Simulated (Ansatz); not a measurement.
Basis sets compared for `FC(F)(F)c1sc(-c2sc(-c3sc(C(F)(F)F)c4c3OCCO4)c3c2OCCO3)c2c1OCCO2`. Total charge 0; singlet. Geometry PBE-D4/def2-SVP. Ansatz on 2 threads of AMD EPYC 7R13 on a shared host and a share (18 GiB) of an NVIDIA H100 80GB HBM3; times are rough, and most runs start from earlier orbitals.

Cartesian coordinates in Å:
```
F -2.2979 4.8034 5.3427
C -2.8809 4.5826 4.1371
F -3.2045 5.8029 3.6395
F -4.0422 3.9144 4.3629
C -2.0003 3.8095 3.2167
S -2.5055 2.2684 2.5749
C -0.9974 2.0665 1.6978
C -0.7410 0.9329 0.8569
S 0.7604 0.7340 -0.0333
C 0.2108 -0.7554 -0.7888
C 1.0601 -1.4567 -1.7164
S 2.1101 -0.5698 -2.8075
C 2.7365 -2.0326 -3.5111
C 3.8101 -1.9972 -4.5452
F 4.9352 -2.6401 -4.1396
F 3.4278 -2.5866 -5.7053
F 4.1564 -0.7149 -4.8320
C 2.1506 -3.1548 -2.9429
C 1.2015 -2.8298 -1.9195
O 0.5559 -3.7854 -1.1947
C 0.5881 -5.0599 -1.8423
C 1.9944 -5.3902 -2.3238
O 2.4476 -4.4342 -3.2914
C -1.0722 -1.0796 -0.3483
C -1.5948 -0.1368 0.5858
O -2.8356 -0.2523 1.1414
C -3.6712 -1.1676 0.4227
C -2.9046 -2.4356 0.0682
O -1.7954 -2.1466 -0.7874
C -0.1610 3.1606 1.9263
C -0.7266 4.1507 2.7852
O -0.0714 5.2933 3.1189
C 1.3252 5.2384 2.8012
C 1.5561 4.6334 1.4224
O 1.0815 3.2826 1.3752
H -0.1215 -5.0645 -2.7024
H 0.2466 -5.8038 -1.0957
H 2.6974 -5.4081 -1.4593
H 2.0196 -6.3782 -2.8233
H -4.0493 -0.6792 -0.5046
H -4.5306 -1.3964 1.0824
H -2.5441 -2.9338 0.9979
H -3.5547 -3.1420 -0.4844
H 1.8610 4.6389 3.5723
H 1.6966 6.2807 2.8397
H 1.0365 5.2407 0.6462
H 2.6368 4.5983 1.1847
```

Single mean-field runs in def2-SVP, def2-TZVP are fitted with def2-universal-jkfit.

Binding counts from free atoms (F doublet, C triplet, S triplet, O triplet, H doublet) in the same basis, without a counterpoise term.

| level | functions | energy (Eh) | HOMO (eV) | LUMO (eV) | binding per atom (eV) | wall time |
| --- | --- | --- | --- | --- | --- | --- |
| PBE-D4/def2-SVP (with forces) | 562 | -3010.1916 | -4.51 | -2.36 | 5.24 | 16 s |
| PBE0-D4/def2-SVP | 562 | -3010.2996 | -5.51 | -1.91 | 5.05 | 10 s |

(1) Estimate the rows for PBE-D4/def2-TZVP, PBE0-D4/def2-TZVP.

## Answers

(1) 
```json
{"level": "PBE-D4/def2-TZVP", "functions": "1175", "energy (Eh)": "-3012.6735", "HOMO (eV)": "-4.61", "LUMO (eV)": "-2.48", "binding per atom (eV)": "5.14", "wall time": "10 s"}
{"level": "PBE0-D4/def2-TZVP", "functions": "1175", "energy (Eh)": "-3012.7750", "HOMO (eV)": "-5.51", "LUMO (eV)": "-1.94", "binding per atom (eV)": "4.96", "wall time": "12 s"}
```
